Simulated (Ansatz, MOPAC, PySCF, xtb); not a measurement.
Pair of molecules: HCl (SMILES Cl) (first 2 atoms) with GeH4 (SMILES [GeH4]); geometry from B3LYP-D3(BJ)/def2-TZVP, rigid monomers moved along the line of their centres of mass till H2···H5 is 2.32 Å.
(charge 0, multiplicity 1):
```xyz
7

Cl    -0.44230     0.89322    -0.64112
H     -0.26788     0.01493     0.28111
Ge     0.03563    -0.12278     3.61974
H      0.19515    -1.04398     4.83611
H      0.03491    -0.99535     2.34732
H      1.20735     0.86322     3.54083
H     -1.29389     0.63729     3.69759
```

Monomers are frozen at their geometry in the pair; levels with a basis set take the counterpoise correction. Rows marked so take none.

Rows in 6-31G* carry no dispersion term and start afresh at each structure (6-31G* with six Cartesian d functions); the Pople sets are all-electron and without relativity. The state that PM6 reach isn't checked.

The values were computed with Ansatz (a program for electronic structure) with Gaussian orbitals; MOPAC for PM6 (differences of heats of formation); PySCF for 6-31G* rows, the dispersion terms; xtb for the GFN methods. Values without a source in brackets are computed.

Question: One of these levels gives -44.6 meV for the interaction energy. Which one is it?
(A) GFN2-xTB
(B) B3LYP/6-31G* (no counterpoise)
(C) PM6
(D) PBE-D3(BJ)/def2-TZVPPD

Answer: A, GFN2-xTB. The others give -7.5 (PM6), -58.9 (PBE-D3(BJ)/def2-TZVPPD), -24.4 (B3LYP/6-31G* (no counterpoise))
